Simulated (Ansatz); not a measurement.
The cluster HfS₂⁺ (the lowest doublet isomer of a short search). The state is a doublet with charge 1. Geometry PBE-D4/def2-TZVP, basis def2-TZVP, Ansatz.

```xyz
3

Hf   -0.6210    0.8294    0.1951
S     1.5763    0.5159   -0.0247
S    -0.9553   -1.3453   -0.1703
```

| run | HOMO (eV) | LUMO (eV) |
| --- | --- | --- |
| A | -11.68 | -10.17 |
| B | -11.33 | -10.29 |
| C | -12.24 | -9.72 |
| D | -11.38 | -10.39 |
| E | -12.53 | -9.46 |
| F | -15.08 | -7.24 |

In the def2 sets Hf takes a core potential; there is no spin–orbit coupling. LC-ωPBE has ω = 0.4 bohr⁻¹. B3LYP takes the VWN-RPA correlation. The structure comes from a short search, and lower isomers may exist.

HOMO and LUMO are taken over both spins.

Problem. The runs used B3LYP, LC-ωPBE, PBE, PBE0, r2SCAN, revPBE. Estimate which is which.

Solution. A r2SCAN (0 % exact exchange); B revPBE (0 % exact exchange); C B3LYP (20 % exact exchange); D PBE (0 % exact exchange); E PBE0 (25 % exact exchange); F LC-ωPBE (range-separated). Exact exchange lowers occupied and raises empty levels; among semilocal functionals meta-GGAs tend to open the gap a little, and such runs are hard to tell apart. The gap grows from 0.99 eV (PBE) to 7.84 eV (LC-ωPBE). At LC-ωPBE/def2-TZVP the charge 1 doublet is spin-contaminated (final ⟨S²⟩ up to 0.83, 0.75 for a pure state).
